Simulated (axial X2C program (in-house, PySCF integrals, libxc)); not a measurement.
## Working with the constants of BeS⁻

A bond curve at the CCSD(T) level, two-component, was computed with an in-house all-electron X2C program for linear molecules (integrals from PySCF) (basis S dyall-av3z [9s8p3d2f], Be dyall-av3z [9s9p4d2f] (cores contracted in-house)) for the state Ω = 1/2 (⟨Sz⟩ = 0.50, ⟨Lz⟩ = 0.00 at HF). Its fit gives Re = 1.8205 Å, ωe = 887.4 cm⁻¹, ωexe = 5.17 cm⁻¹ and αe = 6.050e-03 cm⁻¹; the masses are 31.9721 and 9.0122 u. Two-component means X2C with spin–orbit coupling and atomic mean-field Coulomb and Gaunt terms.

Correlated methods: 9 electrons correlated (number of frozen shells: S 2 s, 1 p; Be 1 s), 207 virtual spin orbitals or spinors in MP2, 90 natural virtuals in coupled cluster.

(1) Find the reduced mass, Be and the force constant.

(2) Estimate the centrifugal constant by the Kratzer relation.

(3) Where do the fundamental and the first overtone lie?

(4) A Morse curve ties αe to the other constants (Pekeris). How well does that hold?

(5) Estimate De from a Morse curve and compare with the computed well depth of 3.456 eV to S- + Be.

The state is a single determinant with fixed occupations, the lowest that a limited PBE0 search found. Dissociation energies refer to the lowest single-determinant-based atoms at the same level and basis. CCSD and (T) use frozen natural virtuals with an MP2 correction for the truncation; (T) itself is uncorrected, so its De runs slightly low.

Results:

(1) From the CCSD(T) values: μ = 7.0305 u. Be = 16.8576/(μ Re²) = 0.7235 cm⁻¹. k = 5.8918×10⁻⁷ μ ωe² = 3.26 mdyn/Å.

(2) D = 4Be³/ωe² = 1.92e-06 cm⁻¹.

(3) ν(1←0) = ωe − 2ωexe = 877.1 cm⁻¹; ν(2←0) = 2ωe − 6ωexe = 1743.8 cm⁻¹.

(4) αe(Morse) = 6Be²/ωe × (√(ωexe/Be) − 1) = 5.922e-03 cm⁻¹; the CCSD(T) curve gives 6.050e-03 cm⁻¹, a ratio of 0.98.

(5) De(Morse) = ωe²/(4ωexe) = 4.721 eV against 3.456 eV computed, a ratio of 1.37. The extrapolation overshoots: the well softens faster than a Morse curve, or the lowest atomic limit lies below the one to which the curve heads.
